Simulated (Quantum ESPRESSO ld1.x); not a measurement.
The molybdenum ion Mo23+, 19 electrons, occupied as [Ar] 3d1. All-electron calculation, scalar-relativistic Kohn-Sham, LDA (Slater exchange, Perdew-Zunger correlation), spin-polarised, spherical densities, point nucleus; open shells are filled with parallel spins first. Program: ld1.x of Quantum ESPRESSO 7.5.

Normalised radial functions P(r) = r R(r), r in bohr:

r,2p down,3s up,3d up
0.001855,0.0088,0.1633,0.0000
0.002321,0.0132,0.1980,0.0000
0.002881,0.0195,0.2372,0.0001
0.003604,0.0292,0.2841,0.0001
0.004509,0.0436,0.3375,0.0002
0.005596,0.0642,0.3942,0.0004
0.007001,0.0956,0.4567,0.0008
0.008759,0.1415,0.5194,0.0014
0.01087,0.2052,0.5744,0.0026
0.0136,0.2990,0.6172,0.0048
0.01688,0.4247,0.6331,0.0087
0.02112,0.6017,0.6078,0.0160
0.02642,0.8355,0.5218,0.0288
0.03279,1.1196,0.3657,0.0503
0.04102,1.4706,0.1188,0.0879
0.05132,1.8578,-0.2056,0.1500
0.06369,2.2239,-0.5560,0.2440
0.07969,2.5288,-0.8828,0.3902
0.0989,2.6728,-1.0577,0.5890
0.1237,2.5946,-0.9739,0.8572
0.1548,2.2594,-0.5437,1.1710
0.1921,1.7427,0.1627,1.4712
0.2403,1.1339,1.0048,1.7020
0.2983,0.6199,1.6340,1.7616
0.3732,0.2602,1.8347,1.5969
0.4669,0.0806,1.5331,1.2257
0.5795,0.0182,0.9789,0.7822
0.7249,0.0025,0.4474,0.3822
0.9069,0.0002,0.1397,0.1358
1.126,0.0000,0.0294,0.0343

2p down: eigenvalue -3457.7 eV, 0 radial nodes, <r> = 0.133 bohr, 90 % of the charge inside 0.216 bohr. 3s up: eigenvalue -1276.3 eV, 2 radial nodes at r = 0.0448, 0.184 bohr, <r> = 0.390 bohr, 90 % of the charge inside 0.568 bohr. 3d up: eigenvalue -1048.9 eV, 0 radial nodes, <r> = 0.344 bohr, 90 % of the charge inside 0.529 bohr.
